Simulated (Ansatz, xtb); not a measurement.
**Two conformers of CH6O3Sn**

Structure X is `C[O][SnH]([OH])[OH]`, a singlet and structure Y is `C[O][SnH]([OH])[OH]`, a singlet. Both are isolated molecules in the gas phase, relaxed with PBE0-D4/def2-SVP.

X (Å):

```
atom    x (Å)    y (Å)    z (Å)
   C   0.5005   2.1290  -1.3108
   O   0.0673   0.9181  -0.7557
   O   0.3751  -1.7102   0.7632
   O   2.7961   0.4422   0.8451
  Sn   0.8384   0.1987   0.9200
   H   0.1175   2.2007  -2.3430
   H   0.1213   3.0113  -0.7586
   H   1.6029   2.2139  -1.3569
   H   0.2898   0.9158   2.3596
   H  -0.0502  -1.8745  -0.0884
   H   3.2125  -0.1551   0.2121
```

Y (Å):

```yaml
atoms:
  - { symbol: C, position_ang: [-1.3772, 0.0392, 0.1292] }
  - { symbol: O, position_ang: [-0.0453, 0.2138, -0.2730] }
  - { symbol: O, position_ang: [0.7231, 1.2972, 2.6467] }
  - { symbol: O, position_ang: [1.7629, -1.4891, 1.7475] }
  - { symbol: Sn, position_ang: [1.4025, 0.3350, 1.0658] }
  - { symbol: H, position_ang: [-1.6148, -1.0195, 0.3513] }
  - { symbol: H, position_ang: [-2.0406, 0.3606, -0.6915] }
  - { symbol: H, position_ang: [-1.6391, 0.6357, 1.0234] }
  - { symbol: H, position_ang: [2.7242, 1.1259, 0.3535] }
  - { symbol: H, position_ang: [0.4809, 0.6791, 3.3473] }
  - { symbol: H, position_ang: [1.5415, -2.1642, 1.0946] }
```

Question: Estimate E(Y) − E(X) at the level CCSD(T)/def2-SVP + ΔMP2/def2-TZVPP.

Answer: CCSD(T)/def2-SVP + ΔMP2/def2-TZVPP gives E(Y) − E(X) = −0.80 kJ/mol, slightly favouring structure Y, which is too small a margin to settle the true order.

How the difference moves with the method:

| level | geometry | E(Y) − E(X) (kJ/mol) | departure from the last row (kJ/mol) | job, with rough time for the two |
| --- | --- | --- | --- | --- |
| PBE0-D4/def2-SVP | PBE0-D4/def2-SVP | −0.63 | +0.17 | optimisation, 81 s |
| HF/def2-SVP | PBE0-D4/def2-SVP | +0.35 | +1.15 | part of the CCSD(T) run |
| MP2/def2-SVP | PBE0-D4/def2-SVP | −0.58 | +0.21 | part of the CCSD(T) run |
| CCSD(T)/def2-SVP | PBE0-D4/def2-SVP | −0.56 | +0.24 | single point |
| CCSD(T)/def2-SVP + ΔMP2/def2-TZVPP | PBE0-D4/def2-SVP | −0.80 |  | single point, 47 s |

The largest departure from CCSD(T)/def2-SVP + ΔMP2/def2-TZVPP is that of HF/def2-SVP, 1.15 kJ/mol. Levels run at GFN2-xTB geometries aren't shown. The last row adds to CCSD(T) the change of the MP2 difference between the two basis sets, here −0.24 kJ/mol.

With thermal terms from frequencies at re-optimised GFN2-xTB minima (ideal gas, soft modes damped towards free rotors, one conformer each, 298.15 K, 1 atm): the zero-point term adds +0.23 kJ/mol; ΔH is −0.69 and ΔG −0.65 kJ/mol.

The correlated steps freeze 8 core orbitals; the filled d shell of Sn is correlated, in a basis made for valence electrons. Atoms past krypton carry core potentials in the def2 sets and no spin–orbit term is included. Run with Ansatz 0.2.0, xtb 6.7.1; the last row on 2 threads of Arm Neoverse V2 on a shared host.
